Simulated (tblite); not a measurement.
C6H16N2P (charge -1).
SMILES with atom numbers: `[CH3:1][CH2:2][N:3]([CH3:4])[P-:5][CH2:6][N:7]([CH3:8])[CH3:9]` (hydrogens: H10, H11, H12 on C1; H13, H14 on C2; H15, H16, H17 on C4; H18, H19 on C6; H20, H21, H22 on C8; H23, H24, H25 on C9)

A start from a force field or distance geometry was refined with GFN2-xTB geometry optimisation, gas phase (tblite). Values at the start:

```csv
coordinate,start
C1–C2,1.489 Å
C1–H10,1.095 Å
C2–N3,1.447 Å
C2–H13,1.101 Å
N3–C4,1.433 Å
N3–P5,1.734 Å
C4–H15,1.095 Å
C4–H16,1.126 Å
P5–C6,1.818 Å
C6–N7,1.436 Å
C6–H18,1.126 Å
N7–C8,1.437 Å
C8–H20,1.094 Å
C8–H21,1.100 Å
C1–C2–N3,114.5°
C2–N3–C4,113.0°
C2–N3–P5,113.7°
N3–P5–C6,106.3°
C4–N3–P5,113.6°
P5–C6–N7,113.6°
C6–N7–C8,114.7°
C8–N7–C9,113.8°
```

Question: How do these coordinates change at the GFN2-xTB level?

Answer: 
```csv
coordinate,GFN2-xTB (Å or °),change
P5–C6,1.887,+0.069
N3–P5,1.782,+0.048
C4–H16,1.088,-0.038
C6–H18,1.093,-0.033
C1–C2,1.519,+0.030
C6–N7,1.463,+0.027
N7–C8,1.447,+0.010
N3–C4,1.442,+0.009
C4–H15,1.102,+0.007
C1–H10,1.089,-0.006
C8–H21,1.094,-0.006
C8–H20,1.099,+0.005
C2–N3,1.452,+0.005
C2–H13,1.104,+0.003
N3–P5–C6,96.1,-10.2
P5–C6–N7,118.8,+5.2
C6–N7–C8,110.1,-4.6
C8–N7–C9,110.1,-3.7
C2–N3–C4,109.4,-3.6
C1–C2–N3,112.0,-2.5
C2–N3–P5,116.1,+2.4
C4–N3–P5,114.4,+0.8
```

The energy falls by 99.5 kJ/mol over 245 L-BFGS steps, the largest force on an atom goes from 2.69 to 0.009 eV/Å, and the atoms move by 0.964 Å rms after alignment. The bond that changes most is P5–C6 (ends: phosphorus bonded to C and N; sp3 carbon bound to nitrogen), which lengthens by 0.069 Å. Bonds longer at the end by more than 0.005 Å: 9 of 24; shorter: 11. Among the dihedrals that turn most is C2–N3–C4–H15, from 130° to 67°. Rotational constants go from 2602, 730.7, 617.4 to 2228, 811.6, 728.9 MHz.

Time: 2.2 s of wall time. Hardware: an Arm Neoverse V1 with one thread (shared host).

Its GFN2-xTB frequencies are all real (lowest 27 cm⁻¹). 3 starts were optimised and ended at 0.00, 1.78 and 3.42 kcal/mol (GFN2-xTB); the lowest of these is shown.

One conformer stands for the species.

These are computed values.
